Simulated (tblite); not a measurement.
Species: CH₄BF₂NP₂.
Numbering: `[N:1]#[C:2][BH2-:3][P+:4]([F:5])([F:6])[PH2:7]` (hydrogens: H8, H9 on B3; H10, H11 on P7)
Bond orders are those of one Lewis drawing.

Computed with GFN2-xTB (tblite), gas phase: L-BFGS steps from a force-field or distance-geometry start until the largest atomic force falls under 0.01 eV/Å.

Step 72: E = -622.8512 eV
```
atom  x, y, z in Å  |  force x, y, z in eV/Å
N1     -0.5558    1.1630    2.0766   -0.010  -0.014   0.044
C2     -1.0268    0.7345    1.1198   -0.021   0.013  -0.035
B3     -1.4844    0.1673   -0.2445   -0.002  -0.020   0.001
P4      0.2449   -0.6023   -0.6603   -0.004   0.040   0.049
F5      0.4488   -1.1625   -2.1541   -0.001  -0.006  -0.041
F6      0.3981   -2.0519    0.0091   -0.008  -0.009   0.006
P7      2.2103    0.2543   -0.2075    0.033  -0.089  -0.012
H8     -1.6940    1.0239   -1.0329    0.031   0.025  -0.003
H9     -2.2830   -0.6994   -0.1936    0.029  -0.028   0.021
H10     1.6080    1.4462    0.1758   -0.009   0.058  -0.001
H11     2.1394   -0.2703    1.0858   -0.038   0.031  -0.029
```

Step 73: E = -622.8522 eV
```
atom  x, y, z in Å  |  force x, y, z in eV/Å
N1     -0.5690    1.1609    2.0911   -0.029  -0.028  -0.014
C2     -1.0272    0.7377    1.1254   -0.001   0.007  -0.005
B3     -1.4780    0.1691   -0.2413   -0.004  -0.025   0.000
P4      0.2466   -0.6086   -0.6610    0.000   0.055   0.085
F5      0.4458   -1.1632   -2.1565   -0.001  -0.009  -0.052
F6      0.4023   -2.0602    0.0038   -0.003  -0.011   0.004
P7      2.2107    0.2537   -0.2090    0.013  -0.100  -0.032
H8     -1.6773    1.0238   -1.0350    0.020   0.027   0.005
H9     -2.2833   -0.6928   -0.1913    0.043  -0.011   0.018
H10     1.6006    1.4456    0.1616   -0.002   0.061   0.006
H11     2.1341   -0.2635    1.0863   -0.037   0.031  -0.015
```

Step 74: E = -622.8533 eV
```
atom  x, y, z in Å  |  force x, y, z in eV/Å
N1     -0.5862    1.1562    2.1078   -0.048  -0.040  -0.075
C2     -1.0296    0.7404    1.1315    0.028   0.004   0.031
B3     -1.4710    0.1715   -0.2388   -0.005  -0.021   0.005
P4      0.2482   -0.6136   -0.6615    0.009   0.042   0.088
F5      0.4414   -1.1669   -2.1587   -0.005   0.005  -0.040
F6      0.4069   -2.0671   -0.0007    0.000  -0.006   0.007
P7      2.2118    0.2520   -0.2134   -0.009  -0.085  -0.019
H8     -1.6587    1.0254   -1.0372    0.002   0.022   0.015
H9     -2.2813   -0.6866   -0.1879    0.046   0.005   0.005
H10     1.5974    1.4465    0.1475    0.010   0.045  -0.005
H11     2.1265   -0.2551    1.0855   -0.027   0.028  -0.012
```

**Question.** Estimate the geometry and energy of step 75. (The exact step hangs on the optimiser's Hessian estimate; all steps are aligned on step 74, rigid shifts and turns removed.)

**Answer.** E = -622.8541 eV, largest force 0.119 eV/Å
```
atom  x, y, z in Å  |  force x, y, z in eV/Å
N1     -0.6018    1.1485    2.1193   -0.051  -0.040  -0.100
C2     -1.0339    0.7402    1.1346    0.043   0.002   0.052
B3     -1.4679    0.1739   -0.2392   -0.001  -0.007   0.008
P4      0.2489   -0.6131   -0.6614    0.011   0.020   0.055
F5      0.4383   -1.1729   -2.1583   -0.009   0.027  -0.010
F6      0.4064   -2.0654    0.0014    0.002  -0.008   0.016
P7      2.2143    0.2495   -0.2189   -0.018  -0.040  -0.012
H8     -1.6510    1.0286   -1.0384   -0.011   0.012   0.022
H9     -2.2768   -0.6851   -0.1866    0.032   0.007  -0.011
H10     1.6037    1.4491    0.1401    0.022   0.011  -0.024
H11     2.1253   -0.2508    1.0815   -0.022   0.015   0.003
```

The energy changes by -0.0008 eV. The first-order estimate −F·Δx gives -0.0011 eV and the mean of the old and new forces, exact on a quadratic surface, -0.0008 eV. The step makes an angle of 78° with the force vector and moves no atom by more than 0.021 Å.

What follows is the cost of the whole relaxation. On one thread, Arm Neoverse N1 (aarch64), on a shared host, this took 1.2 s.
